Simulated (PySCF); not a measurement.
Simulation results for AlFH₄NSi

Calculation on a computer-drawn molecule: optimised geometry and harmonic frequencies of an isolated molecule of the commonest isotopes, restricted reference for singlets and unrestricted otherwise, frozen core in MP2. Program: PySCF 2.14.0.

```json
{"formula": "AlFH4NSi", "start_structure": {"atoms_angstrom": [["F", -0.0407, -2.1922, -1.8697], ["Si", -0.7332, -0.8724, -1.5246], ["N", 0.2154, 0.314, -0.9621], ["Al", 2.0721, 0.7299, -0.5572], ["H", -2.2354, -0.9702, -1.8002], ["H", -0.3462, 1.2012, -0.7073], ["H", 3.1705, -0.3859, -0.8294], ["H", 2.237, 2.1423, -0.0377]]}, "given": {"charge": 1, "multiplicity": 1, "method": "HF", "basis": "cc-pV(D+d)Z", "drawn_bonds_atom": [1, 2, 3, 2, 3, 4, 4], "drawn_bonds_other_atom": [2, 3, 4, 5, 6, 7, 8], "drawn_bonds_order": [1, 1, 1, 1, 1, 1, 1]}, "results": {"optimised_atom_element": ["F", "Si", "N", "Al", "H", "H", "H", "H"], "optimised_atom_x [angstrom]": [0.1501, -0.6458, 0.1664, 2.015, -2.075, -0.4194, 2.873, 2.275], "optimised_atom_y [angstrom]": [-2.154, -0.8607, 0.4145, 0.7083, -0.9501, 1.216, -0.546, 2.139], "optimised_atom_z [angstrom]": [-1.859, -1.507, -0.9375, -0.5767, -1.739, -0.7323, -0.907, -0.02938], "modes_frequency [cm^-1]": [128.3, 136.5, 193.3, 349.4, 498.9, 622.1, 630.9, 633.1, 719.9, 784.5, 869.9, 957.8, 1154, 1237, 2093, 2125, 2501, 3692], "modes_reduced_mass [dalton]": [6.307, 1.343, 2.077, 3.558, 2.282, 1.226, 2.327, 1.153, 1.237, 1.065, 1.113, 5.039, 2.773, 1.981, 1.017, 1.069, 1.047, 1.075], "rotational_constants [GHz]": [10.86, 2.373, 1.948], "total_energy [hartree]": -686.9215, "convergence_status_largest_gradient_component [hartree/bohr]": 3.713e-05}}
```
